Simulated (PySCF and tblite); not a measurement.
The numbers below are computed, except where a source is named.
## Rotation: stationary points, barriers and rates

System: C₅H₁₀O₂, numbered as in [CH3:1][O:2][C@@H:3]1[CH2:4][CH2:5][O:6][CH2:7]1.

Motion: rotation about the C3–O2 bond (torsion C4–C3–O2–C1 from -171° to -306°, falling). Level: PBE/pcSseg-1 + D3(BJ) on GFN2-xTB stationary points, with GFN2-xTB thermal terms. Rates follow Eyring's equation with the number of equivalent paths and no tunnelling. Programs: tblite and PySCF.

| point | symmetry | E(GFN2) kcal/mol | E(DFT) kcal/mol | ZPE change kcal/mol | lowest mode cm⁻¹ | dipole D |
| --- | --- | --- | --- | --- | --- | --- |
| start | C1 | 0.0 | 0.0 | 0.00 | 55 | 1.32 |
| saddle | C1 | 4.6 | 6.1 | -0.13 | 127i | 0.92 |
| end | C1 | 1.5 | 1.9 | 0.12 | 72 | 1.18 |

```
Electronic barrier                                      : 6.1 kcal/mol
Barrier with zero-point energy                          : 6.0 kcal/mol
ΔH‡ (298 K)                                             : 5.6 kcal/mol
ΔS‡ (298 K, symmetry apart)                             : -2.9 cal/(mol K)
Paths                                                   : 1 equivalent path
End point                                               : a different minimum
Mean lifetime of the start against this motion at 298 K : 8.5 ns
Cost                                                    : 99 s on 1 thread of Arm Neoverse V1, shared host (rough), peak memory 0.59 GiB, launched as `OMP_NUM_THREADS=1 python ens_run.py task.json out`
```

```
T/K  ΔG‡ kcal/mol    k s⁻¹  ΔG kcal/mol  k back s⁻¹
150           6.1     3680          2.0     3.6×10⁶
200           6.2  6.7×10⁵          2.1     1.2×10⁸
250           6.3  1.5×10⁷          2.1       1×10⁹
298           6.5  1.2×10⁸          2.1     4.2×10⁹
350           6.6  5.6×10⁸          2.1    1.2×10¹⁰
400           6.7  1.8×10⁹          2.2    2.7×10¹⁰
500           7.0  8.6×10⁹          2.2    7.9×10¹⁰
```

ΔG and ΔG‡ leave out symmetry numbers and mirror images; rates count paths: 1 out, 1 back.
